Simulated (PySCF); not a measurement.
**Dipole polarisabilities along the 5p block, charge +2**

Calculated with PySCF 2.14 for the ground configurations, without spin-orbit coupling: coupled response for Hartree-Fock and DFT. Mean α in bohr³, C₆ of like pairs in atomic units.

```
                                                                                                       species  α UHF  α PBE  α PBE0  C₆ UHF  C₆ PBE  C₆ PBE0
    In²⁺ [Kr] 4d10 5s1 (aug-cc-pwCVTZ-DK3 with one added diffuse shell each of s, p, d, f type, spin-free X2C)  17.51  13.21   13.97   82.72   63.66    66.71
    Sn²⁺ [Kr] 4d10 5s2 (aug-cc-pwCVTZ-DK3 with one added diffuse shell each of s, p, d, f type, spin-free X2C)  17.90  14.85   15.56   103.5   83.68    88.06
Sb²⁺ [Kr] 4d10 5s2 5p1 (aug-cc-pwCVTZ-DK3 with one added diffuse shell each of s, p, d, f type, spin-free X2C)  16.94  15.60   15.84   108.7   98.31    100.2
Te²⁺ [Kr] 4d10 5s2 5p2 (aug-cc-pwCVTZ-DK3 with one added diffuse shell each of s, p, d, f type, spin-free X2C)  15.51  14.92   14.96   105.5   100.5    100.9
 I²⁺ [Kr] 4d10 5s2 5p3 (aug-cc-pwCVTZ-DK3 with one added diffuse shell each of s, p, d, f type, spin-free X2C)  14.01  13.78   13.73   98.61   96.56    96.18
Xe²⁺ [Kr] 4d10 5s2 5p4 (aug-cc-pwCVTZ-DK3 with one added diffuse shell each of s, p, d, f type, spin-free X2C)  12.80  12.87   12.76   92.57   92.86    91.98
```
